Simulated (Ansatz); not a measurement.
Ansatz results at the PBE0-D4/def2-TZVP geometry: HOMO–LUMO gap (ωB97M-V/def2-TZVPP) 11.56 eV; HOMO energy (PBE/def2-TZVPP) -6.50 eV; ideal-gas entropy at 298 K and 1 bar (rigid rotor, harmonic PBE0-D4/def2-TZVP) 284 J/(mol·K).

Question: Which molecule gave them?
A. `BC=C=C=C`
B. `FC#C[SiH3]`
C. `C[SiH](O)C=O`
D. `F[SiH]1C=C1`

Answer: D. The others give `FC#C[SiH3]`: 12.64, -6.92, 292; `BC=C=C=C`: 8.69, -6.39, 313; `C[SiH](O)C=O`: 10.08, -5.67, 347.
